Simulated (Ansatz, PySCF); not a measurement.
Pulling on the Al1–H2 bond in AlFH2 (SMILES [F][AlH2]) (multiplicity 1 held, fragments rigid). Energies count from the point at 1.570 Å.
Geometry at that point (charge 0, multiplicity 1):
```xyz
4

Al    -0.2467    -0.4788     0.1584
H      0.4707    -1.3122     1.2788
H     -1.5894    -0.8593    -0.5605
F      0.4806     0.9329    -0.3086
```

Restricted levels (R-, RO-) in cc, def2 and unpolarised 6-31G sets keep to the state of the molecule at rest. U- levels take the lowest unrestricted solution at each point, which mixes spins at long bonds. Levels need not reach the same state.

Rows in 3-21G carry no dispersion term and start afresh at each structure.

Run with Ansatz (Gaussian orbitals); PySCF for 3-21G rows. Values without a source in brackets are computed.

Question: One of these levels gives 707.8 kJ/mol for the energy at R = 5.024 Å. Which one is it?
A. R-r2SCAN/cc-pV(T+d)Z
B. U-wB97X-V/cc-pV(T+d)Z
C. R-HF/3-21G

Answer: C, R-HF/3-21G. The others give 495.8 (R-r2SCAN/cc-pV(T+d)Z), 372.4 (U-wB97X-V/cc-pV(T+d)Z)

Doubts at one or more of the structures used: a restricted determinant that unrestricted orbitals would lower (R-HF/3-21G, R-r2SCAN/cc-pV(T+d)Z); a spin-contaminated determinant (U-wB97X-V/cc-pV(T+d)Z).

Ansatz is a program for electronic structure.
